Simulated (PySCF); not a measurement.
# Electronic structure of Sb+ (antimony, charge +1) at the UHF level

Configuration: [Kr] 4d10 5s2 5p2, high-spin 3P determinant. Calculation: PySCF 2.14, in aug-cc-pwCVDZ-PP with ECP28MDF (6s5p4d1f, 48 functions); scalar relativity through the core potential.

```
Total energy                                                  : -238.957691 hartree
One-electron energy                                           : -412.4411 hartree
Hartree (Coulomb) energy                                      : 191.6999 hartree
Exchange energy                                               : -18.2165 hartree
⟨S²⟩                                                          : 2.0096
⟨L²⟩                                                          : 2.026
Sum of ⟨r⟩                                                    : 26.94 bohr
Sum of ⟨r²⟩                                                   : 46.28 bohr²
Traceless quadrupole moment −½Σ⟨3z² − r²⟩ along its main axis : 3.32 e·bohr²
```

```csv
shell,electrons,mean orbital energy (hartree),spread (hartree),"rms radius, mean of both spins (bohr)"
4s α,1,-6.84592,0,0.849
4s β,1,-6.83517,0,0.849
4p α,3,-4.91230,0.00424,0.917
4p β,3,-4.90160,0.02136,0.917
4d α,5,-1.93937,0.01396,1.10
4d β,5,-1.92959,0.02384,1.10
5s α,1,-0.98214,0,2.36
5s β,1,-0.82015,0,2.36
5p α,2,-0.60219,0,2.87
```

Energies and moments cover only the electrons outside the core potential.
